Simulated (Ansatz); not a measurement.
Cost and result for the atomization energy of C₇H₁₄, SMILES `C[C@@H]1CC[C@H](C)C1` (21 atoms, 21 bonds).

Cartesian coordinates in Å:
```
C -1.984 1.389 0.919
C -1.216 0.272 0.244
C -0.544 -0.706 1.220
C 0.713 -1.235 0.501
C 0.739 -0.548 -0.874
C 2.132 -0.338 -1.433
C -0.061 0.728 -0.640
H -2.782 0.997 1.556
H -1.319 1.987 1.551
H -2.443 2.061 0.188
H -1.910 -0.295 -0.390
H -0.265 -0.172 2.134
H -1.225 -1.505 1.523
H 0.722 -2.323 0.409
H 1.615 -0.963 1.059
H 0.170 -1.168 -1.579
H 2.661 -1.287 -1.556
H 2.103 0.154 -2.409
H 2.726 0.289 -0.761
H 0.557 1.455 -0.095
H -0.389 1.208 -1.567
```

Total charge 0; spin multiplicity 1. Geometry: relaxed with PBE0-D4/def2-TZVP. Program: Ansatz. All runs use 2 threads of an AMD EPYC 7R13 on a shared host and a share of an NVIDIA H100 80 GB. Times are those of one run each, without the atoms' runs, and a repeat can differ threefold. Electronic energies, without spin–orbit coupling; frozen cores. CCSD(T)/CBS adds CCSD(T) − MP2 in def2-TZVPP to the MP2 limit, and its time is that of the two runs behind it. T1 = 0.009. B3LYP takes the VWN-RPA correlation (the form of Gaussian; ORCA's B3LYP/G). HSE06 is the plane-wave form, built on full-range PBE exchange.

CCSD(T)/CBS is a level of theory with its own doubt, some kJ/mol a heavy atom from the limit and from the frozen cores, so smaller differences don't rank the functionals.

| level | functions | wall time |
| --- | --- | --- |
| LDA (SPW92)/def2-TZVPP | 413 | 3.8 s |
| PBE0-D4/def2-TZVPP | 413 | 4.2 s |
| PBE-D4/def2-TZVPP (with forces) | 413 | 4.3 s |
| r2SCANh-D4/def2-TZVPP | 413 | 4.5 s |
| revPBE-D4/def2-TZVPP | 413 | 6 s |
| B3LYP-D4/def2-TZVPP (with forces) | 413 | 6.5 s |
| CCSD(T)/def2-SVP | 168 | 6.5 s |
| ωB97X-V/def2-TZVPP | 413 | 7.5 s |
| ωB97M-V/def2-TZVPP (with forces) | 413 | 9 s |
| HSE06-D4/def2-TZVPP | 413 | 9 s |
| MP2/def2-QZVPP | 819 | 20 s |
| CCSD(T)/def2-TZVPP | 413 | 21 s |
| CCSD(T)/CBS(def2) | – | 41 s |

Question: What atomization energy does each give, and how far from CCSD(T)/CBS? (An estimate is asked.)

Answer: Computed: 
| level | atomization (kJ/mol) | difference from CCSD(T)/CBS | per bond |
| --- | --- | --- | --- |
| LDA (SPW92)/def2-TZVPP | 9752.7 | 1154.2 | 55.0 |
| PBE0-D4/def2-TZVPP | 8683.1 | 84.6 | 4.0 |
| PBE-D4/def2-TZVPP (with forces) | 8765.1 | 166.6 | 7.9 |
| r2SCANh-D4/def2-TZVPP | 8597.0 | -1.5 | -0.1 |
| revPBE-D4/def2-TZVPP | 8591.9 | -6.6 | -0.3 |
| B3LYP-D4/def2-TZVPP (with forces) | 8601.0 | 2.5 | 0.1 |
| CCSD(T)/def2-SVP | 8313.5 | -285.0 | -13.6 |
| ωB97X-V/def2-TZVPP | 8618.5 | 20.0 | 1.0 |
| ωB97M-V/def2-TZVPP (with forces) | 8626.6 | 28.1 | 1.3 |
| HSE06-D4/def2-TZVPP | 8687.6 | 89.1 | 4.2 |
| MP2/def2-QZVPP | 8617.9 | 19.4 | 0.9 |
| CCSD(T)/def2-TZVPP | 8427.7 | -170.8 | -8.1 |
| CCSD(T)/CBS(def2) | 8598.5 | 0.0 | 0.0 |

In def2-TZVPP, CCSD(T) changes the Hartree–Fock value by +1892.8 kJ/mol (the triples alone add +101.2 kJ/mol) and MP2 by +1983.2 kJ/mol; breaking electron pairs costs correlation energy, which Hartree–Fock lacks. From BLYP to BHLYP (50 % exact exchange), in def2-TZVPP and without D4, the atomization energy moves by −61.7 kJ/mol: exact exchange takes away binding that semilocal exchange gives to molecules. The D4 term adds +73.2 kJ/mol with B3LYP and +39.2 kJ/mol with PBE0; it sums over pairs of atoms, weighted by their polarisabilities, and B3LYP, whose exchange is more repulsive, gets the larger term.
